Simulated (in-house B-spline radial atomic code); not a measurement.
Ionisation energies along the 10-electron series, configuration [He] 2s2 2p6, as differences of self-consistent energies. NIST's values go from ground level to ground level; the uncertainty of those that are theory runs from under 0.1 % in few-electron ions to several per cent in heavy many-electron ones. Computed with a B-spline radial code for spherical atoms: non-relativistic Hartree-Fock, average of the configuration, point nuclei.

This level leaves out relativity, spin-orbit splitting included, which matters for heavy ions.

| ion | configuration after | ionisation energy (eV) | IE/(q+1)² (eV) | -ε less Coulomb ΔSCF (eV) | tabulated value (eV) | tabulated kind | computed minus tabulated (eV) |
| --- | --- | --- | --- | --- | --- | --- | --- |
| Xe44+ | [He] 2s2 2p5 | 7632.6 | 3.7692 | 3.0131 | 7660 | tabulated theory | -27 |
| Cs45+ | [He] 2s2 2p5 | 7958.8 | 3.7612 | 3.0129 | 7989 | tabulated theory | -30 |
| Ba46+ | [He] 2s2 2p5 | 8291.8 | 3.7536 | 3.0127 | 8326 | tabulated theory | -34 |
| La47+ | [He] 2s2 2p5 | 8631.6 | 3.7463 | 3.0125 | 8669 | tabulated theory | -37 |
| Ce48+ | [He] 2s2 2p5 | 8978.2 | 3.7394 | 3.0123 | 9020 | tabulated theory | -42 |
| Pr49+ | [He] 2s2 2p5 | 9331.6 | 3.7326 | 3.0121 | 9378 | tabulated theory | -46 |
| Nd50+ | [He] 2s2 2p5 | 9691.8 | 3.7262 | 3.0119 | 9742 | tabulated theory | -50 |
| Pm51+ | [He] 2s2 2p5 | 10058.9 | 3.72 | 3.0118 | 10115 | tabulated theory | -56 |
| Sm52+ | [He] 2s2 2p5 | 10432.7 | 3.714 | 3.0116 | 10494 | tabulated theory | -61 |
| Eu53+ | [He] 2s2 2p5 | 10813.3 | 3.7083 | 3.0114 | 10880 | tabulated theory | -67 |
| Gd54+ | [He] 2s2 2p5 | 11200.8 | 3.7027 | 3.0113 | 11273 | tabulated theory | -72 |
| Tb55+ | [He] 2s2 2p5 | 11595.0 | 3.6974 | 3.0111 | 11673 | tabulated theory | -78 |
| Dy56+ | [He] 2s2 2p5 | 11996.1 | 3.6922 | 3.011 | 12081 | tabulated theory | -85 |
| Ho57+ | [He] 2s2 2p5 | 12403.9 | 3.6872 | 3.0109 | 12495 | tabulated theory | -91 |
| Er58+ | [He] 2s2 2p5 | 12818.6 | 3.6824 | 3.0107 | 12918 | tabulated theory | -99 |
| Tm59+ | [He] 2s2 2p5 | 13240.0 | 3.6778 | 3.0106 | 13347 | tabulated theory | -107 |
| Yb60+ | [He] 2s2 2p5 | 13668.3 | 3.6733 | 3.0105 | 13784 | tabulated theory | -116 |
| Lu61+ | [He] 2s2 2p5 | 14103.3 | 3.6689 | 3.0104 | 14228 | tabulated theory | -125 |
| Hf62+ | [He] 2s2 2p5 | 14545.2 | 3.6647 | 3.0103 | 14678 | tabulated theory | -133 |
| Ta63+ | [He] 2s2 2p5 | 14993.8 | 3.6606 | 3.0102 | 15137 | tabulated theory | -143 |
| W64+ | [He] 2s2 2p5 | 15449.3 | 3.6566 | 3.01 | 15566 | semi-empirical | -117 |
| Re65+ | [He] 2s2 2p5 | 15911.6 | 3.6528 | 3.0099 | 16080 | tabulated theory | -168 |
